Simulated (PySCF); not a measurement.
SMILES Cl[SiH2][SeH], singlet at its PBE0/def2-SVP optimised geometry (Å):

```
6

Cl     1.4852    -0.6598     0.0000
Si    -0.5846    -0.6598     0.0000
Se    -1.4852     1.4235     0.0000
H     -1.0191    -1.4235    -1.1996
H     -1.0622    -1.2863     1.2605
H     -1.0802     1.6835    -1.3909
```

Method: PBE0/def2-TZVP in PySCF.

Map of the electron localisation function on the plane z = 0.8 Å:

```
|0000001122222110000000000000000|
|0000123345555431000000000000000|
|0001245667777653200000000000000|
|0023456778888775310000000000000|
|0135677888898887531000000000000|
|1356788888999987641000000000000|
|2467888888999988641000000000000|
|3567888877889988630000000000000|
|3678888755788887510000000000000|
|4678887644678876300000000000000|
|4677887644677775200000111000000|
|3567777655677753100012333210000|
|2456666555666642000135555321000|
|1345555555566531002466776532000|
|1123333334455421124678887653100|
|0011111123343221235788888753100|
|0000000123443222356788988764200|
|0000000246763222357788998864210|
|0000002479985333357788998864210|
|0000014799998753356788988764210|
|0000026999999973236788888764200|
|0000137999999973125678887753100|
|0000147999999972113577777642100|
|0000036899999851002456666431000|
|0000024789998731001245554321000|
|0000002467887410000123332110000|
|0000000234543100000011111000000|
|0000000011111000000000000000000|
|0000000000000000000000000000000|
|0000000000000000000000000000000|
|0000000000000000000000000000000|
```
Scale: ten equal steps from 0.000 (start of '0') to 0.998 (end of '9'), in the order '0123456789'; x runs from -3.50 to 3.50, y from -3.50 (bottom) to 3.50 (top).
